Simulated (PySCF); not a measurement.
# How good is the calculation?

Geometry:
```json
{"atom": "C1", "x (Å)": "-2.860", "y (Å)": "0.124", "z (Å)": "0.363"}
{"atom": "C2", "x (Å)": "-1.585", "y (Å)": "-0.360", "z (Å)": "-0.317"}
{"atom": "C3", "x (Å)": "-0.337", "y (Å)": "0.246", "z (Å)": "0.318"}
{"atom": "C4", "x (Å)": "0.938", "y (Å)": "-0.241", "z (Å)": "-0.363"}
{"atom": "C5", "x (Å)": "2.184", "y (Å)": "0.360", "z (Å)": "0.268"}
{"atom": "N6", "x (Å)": "3.337", "y (Å)": "-0.056", "z (Å)": "-0.315"}
{"atom": "O7", "x (Å)": "2.179", "y (Å)": "1.132", "z (Å)": "1.197"}
{"atom": "H8", "x (Å)": "-2.857", "y (Å)": "-0.146", "z (Å)": "1.416"}
{"atom": "H9", "x (Å)": "-3.736", "y (Å)": "-0.322", "z (Å)": "-0.104"}
{"atom": "H10", "x (Å)": "-2.944", "y (Å)": "1.206", "z (Å)": "0.288"}
{"atom": "H11", "x (Å)": "-1.617", "y (Å)": "-0.094", "z (Å)": "-1.376"}
{"atom": "H12", "x (Å)": "-1.532", "y (Å)": "-1.450", "z (Å)": "-0.252"}
{"atom": "H13", "x (Å)": "-0.294", "y (Å)": "-0.015", "z (Å)": "1.377"}
{"atom": "H14", "x (Å)": "-0.379", "y (Å)": "1.334", "z (Å)": "0.256"}
{"atom": "H15", "x (Å)": "1.008", "y (Å)": "-1.330", "z (Å)": "-0.295"}
{"atom": "H16", "x (Å)": "0.925", "y (Å)": "0.027", "z (Å)": "-1.423"}
{"atom": "H17", "x (Å)": "3.349", "y (Å)": "-0.697", "z (Å)": "-1.088"}
{"atom": "H18", "x (Å)": "4.214", "y (Å)": "0.290", "z (Å)": "0.037"}
```

What is known from experiment: δ 1H H15/H16 2.22; H13/H14 1.60; H11/H12 1.37; H8/H9/H10 0.93 ppm (measured; solution, not stated per compound (mostly CDCl3 or CCl4); Pretsch, Buehlmann, Badertscher, Structure Determination of Organic Compounds, 4th ed. (2009)).

Method: geometry from GFN2-xTB, GIAO PBE0/pcSseg-1 shieldings, in PySCF (fast rotation and ring inversion assumed for equivalent nuclei, non-relativistic, in vacuum, one computed conformer).

Q: How close does the calculation come?

A: 
Reference values: measured (solution, not stated per compound (mostly CDCl3 or CCl4); Pretsch, Buehlmann, Badertscher, Structure Determination of Organic Compounds, 4th ed. (2009)).
```csv
atoms,quantity,reference,computed,"computed, scaled"
H15/H16,δ 1H,2.22,2.01,1.99
H13/H14,δ 1H,1.60,1.56,1.56
H11/H12,δ 1H,1.37,1.18,1.20
H8/H9/H10,δ 1H,0.93,1.10,1.13
```

Computed shifts are σ(ref) − σ with the named reference compound (TMS for H and C) calculated as an isolated molecule at the same level. The measured values may be among those fitted. Scaled to experiment by linear calibration (H and C: mostly CDCl3 data, vs TMS): 1H (scatter 0.17 ppm rms, 0.18 ppm with the 4 outliers that the fit left out). Occasional misses reach two or three times the rms, and more in compound classes unlike the fitted ones. H not on carbon is unscaled (vs computed TMS).

Q: How far are the unscaled 1H shifts from the references?

A: Mean signed difference -0.07 ppm, mean absolute 0.15 ppm over 4 comparisons; the largest is -0.21 ppm at H15/H16 (hydrogen on an sp3 CH2 α to a carbonyl).
